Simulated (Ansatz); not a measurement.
System: BI2 (charge 0, doublet). It need not be the lowest isomer of its formula. SMILES: I[B]I
Geometry: optimised at B3LYP-D3(BJ)/def2-TZVP (Ansatz, a first-principles code).

Property: vertical electron affinity (to the triplet state of charge -1; a negative value means that the extra electron is unbound and the number depends on the basis; each state is the SCF solution reached for its spin), in eV. Cores are frozen in the correlated levels unless marked. UHF or UKS for open shells. Spin-orbit coupling is left out. Frozen are the shells of the preceding noble gas and the d and f shells that filled before the atom's block. In def2 rows, elements after Kr have scalar-relativistic effective core potentials. Anions need diffuse functions: def2-D sets add few. Basis-set limits of correlation are two-point, X^-3; Hartree-Fock from the larger set. [CCSD(T)-MP2]/basis is that difference in the basis named.

| level | program | vertical electron affinity (eV) |
|---|---|---|
| PBE/def2-TZVPD | Ansatz | 0.83 |
| B3LYP/def2-TZVPD | Ansatz | 0.83 |
| BHLYP/def2-TZVPD | Ansatz | 0.79 |
| wB97X-V/def2-TZVPD | Ansatz | ___ |
| wB97X/def2-TZVPD | Ansatz | ___ |
| SCS-MP2/def2-SVPD | Ansatz | 0.64 |
| CCSD/def2-SVPD | Ansatz | 0.76 |
| CCSD/def2-TZVPPD | Ansatz | 0.80 |
| RI-MP2/CBS(def2-TZVPPD,def2-QZVPPD)+[CCSD(T)-MP2]/def2-TZVPPD | Ansatz | ___ |

Question: Some entries are withheld; supply them.

Answer: 
- wB97X-V/def2-TZVPD, vertical electron affinity (eV): 0.82
- wB97X/def2-TZVPD, vertical electron affinity (eV): 0.88
- RI-MP2/CBS(def2-TZVPPD,def2-QZVPPD)+[CCSD(T)-MP2]/def2-TZVPPD, vertical electron affinity (eV): 0.89
